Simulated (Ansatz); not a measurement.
Species: CHI₂, net charge -1, singlet state. It need not be the lowest isomer of its formula. Whether it binds its extra electron was not tested at this geometry. 
Coordinates optimised at B3LYP-D3(BJ)/def2-TZVP (Ansatz, a quantum-chemistry and plane-wave program):
```xyz
4

I     -1.8598     0.0953     0.0146
C     -0.0042    -1.2482     0.2198
I      1.8606     0.0760    -0.0238
H     -0.0168    -1.5910    -0.8320
```
Charge -1, spin multiplicity 1.

Basis-set convergence of Hartree-Fock and CCSD correlation energies (hartree) with Ansatz. Cores are frozen in the correlated levels unless marked. No spin-orbit coupling. Frozen are the shells of the preceding noble gas and the d and f shells that filled before the atom's block. In def2 rows, elements after Kr have scalar-relativistic effective core potentials.

```
basis        functions       E(HF)  E(corr, CCSD)
-----------  ---------  ----------  -------------
def2-SVPD           98  -631.69656       -0.39047
def2-TZVPPD        172           ?              ?
```

**Question.** What belongs in the gaps?

**Answer.** 
- def2-TZVPPD, E(HF): -631.75875
- def2-TZVPPD, E(corr, CCSD): -0.49158
